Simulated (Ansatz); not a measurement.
C2H7FGeOS, SMILES `C[O][Ge]([CH3])([F])[SH]`, charge 0, multiplicity 1.

Give a relaxed structure at PBE0-D4/def2-TZVP (Ansatz 0.2.0). (Estimate.)

Ansatz gave: 
Z-matrix (Å, degrees):
```
C
O 1 1.413
H 1 1.092 2 107.7
H 1 1.095 2 111.4 3 -119.0
H 1 1.096 2 111.8 3 119.1
Ge 2 1.757 1 121.1 3 -170.2
F 6 1.744 2 106.7 1 -63.5
C 6 1.922 2 107.6 1 178.1
S 6 2.215 2 111.9 1 49.3
H 8 1.090 6 109.7 2 -69.6
H 8 1.090 6 108.9 2 50.0
H 8 1.089 6 109.6 2 170.2
H 9 1.344 6 91.5 2 -104.5
```
This is one stationary point; other conformers may exist.
